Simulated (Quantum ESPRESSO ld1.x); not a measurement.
Problem. Species: Eu3+. Configuration: [Xe] 4f4 6s2 (not the ground configuration). All-electron calculation, scalar-relativistic Kohn-Sham, PW86 exchange with PBE correlation, spin-unpolarised, spherical densities, point nucleus. Program: ld1.x of Quantum ESPRESSO 7.5. Some entries of the table are withheld. Estimate them.

orbital  occ.  eigenvalue (eV)  r(max) (bohr)
1s          2         -48432.6          0.014
2s          2         -7999.86            (1)
2p          6         -7131.16            (2)
3s          2         -1808.09          0.228
3p          6         -1537.71          0.224
3d         10         -1176.69          0.184
4s          2         -404.700            (3)
4p          6         -315.167            (4)
4d         10         -190.301            (5)
5s          2         -86.7037           1.18
5p          6         -62.8080           1.31
4f          4              (6)          0.567
6s          2         -26.9277           2.72

Solution. 
(1) 2s r(max) (bohr): 0.081
(2) 2p r(max) (bohr): 0.065
(3) 4s r(max) (bohr): 0.528
(4) 4p r(max) (bohr): 0.549
(5) 4d r(max) (bohr): 0.567
(6) 4f eigenvalue (eV): -54.3668
